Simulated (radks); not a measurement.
The numbers below are computed, except where a source is named.
Q: Species: the rhodium ion Rh3+. Configuration: [Kr] 4d6. Level of theory: Dirac Kohn-Sham, BLYP, spin-unpolarised, spherical densities, finite nucleus; open shells fill j = l - 1/2 first; Fermi nuclear charge, rms radius 4.4945 fm (a radial shooting solver on a logarithmic mesh with Libxc functionals).

Spin-orbit splittings of the eigenvalues, e(l+1/2) - e(l-1/2), with zeta = 2 splitting/(2l+1) and mean radii in bohr:

shell  occ.  splitting (eV)  zeta (eV)  <r> j=l-1/2  <r> j=l+1/2
2p        6               ?          ?       0.1203       0.1252
3p        6           24.90      16.60       0.3831       0.3938
3d       10           4.912      1.965       0.3683       0.3718
4p        6           4.040      2.693        1.045        1.073
4d        6          0.4903     0.1961        1.367        1.380

Estimate the 2p splitting.

A: 144.7 eV (zeta = 96.46 eV).
